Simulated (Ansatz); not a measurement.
Molecule: BiBr2 (charge -1, singlet). 
Geometry from a B3LYP-D3(BJ)/def2-TZVP (Ansatz, a quantum-chemistry and plane-wave program) optimisation:
```xyz
3

Bi    -0.7914     0.0000     0.0000
Br     0.9384     0.0000     2.1271
Br     0.9384     0.0000    -2.1271
```
Charge -1, spin multiplicity 1.

Parts of the frozen-core correlation energy in def2-SVPD (Ansatz, hartree). Frozen orbitals: 37; correlated occupied orbitals by spin: 10 and 10; virtual: 67 and 67. Spin-orbit coupling is left out. In def2 rows, elements after Kr have scalar-relativistic effective core potentials. The restricted reference is unstable.

```json
[
 {"term": "reference (HF)", "value": "-5357.90984"},
 {"term": "MP2 opposite-spin", "value": "…"},
 {"term": "MP2 same-spin", "value": "…"},
 {"term": "CCSD correlation", "value": "-0.36065"},
 {"term": "(T)", "value": "…"},
 {"term": "T1 diagnostic", "value": "0.013"},
 {"term": "largest doubles amplitude", "value": "0.052"}
]
```

**Question.** What belongs in the gaps?

**Answer.** 
- MP2 opposite-spin, value: -0.24221
- MP2 same-spin, value: -0.08960
- (T), value: -0.01184
